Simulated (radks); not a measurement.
The numbers below are computed, except where a source is named.
Question: Tc3+, configuration [Kr] 4d4 (the NIST ground configuration). Level of theory: non-relativistic Kohn-Sham, LB94 model potential, spin-polarised, spherical densities, point nucleus; open shells are filled with parallel spins first (spin-orbit coupling, left out, can overturn this in heavy ions); relativity is left out, which matters for an element this heavy (a radial shooting solver on a logarithmic mesh with Libxc functionals). Some entries of the table are withheld. Estimate them.

| orbital | occ. | eigenvalue (eV) | <1/r> (bohr^-1) |
|---|---|---|---|
| 1s down | 1 | -20466.64 | 42.52 |
| 1s up | 1 | -20466.62 | 42.52 |
| 2s up | 1 | -2914.175 | 9.606 |
| 2s down | 1 | -2914.072 | 9.607 |
| 2p up | 3 | -2697.859 | 9.619 |
| 2p down | 3 | -2697.834 | 9.619 |
| 3s up | 1 | -542.1189 | 3.335 |
| 3s down | 1 | -541.9263 | 3.331 |
| 3p up | 3 | -457.3170 | 3.255 |
| 3p down | 3 | -457.0896 | 3.251 |
| 3d up | 5 | -301.3124 | 3.096 |
| 3d down | 5 | -300.9978 | 3.093 |
| 4s up | 1 | -107.3055 | 1.263 |
| 4s down | 1 | -106.8685 | 1.272 |
| 4p up | 3 | -82.4232 | 1.151 |
| 4p down | 3 | -81.8461 | 1.159 |
| 4d up | 4 | -43.8564 | (1) |
| 4d down | 0 | -43.1176 | (2) |
| 5s up | 0 | -34.7901 | (3) |
| 5s down | 0 | -34.5336 | (4) |
| 5p up | 0 | -28.2973 | 0.4598 |
| 5p down | 0 | -28.1900 | 0.4530 |

Answer: 
(1) 4d up <1/r> (bohr^-1): 0.8748
(2) 4d down <1/r> (bohr^-1): 0.8776
(3) 5s up <1/r> (bohr^-1): 0.5156
(4) 5s down <1/r> (bohr^-1): 0.5089
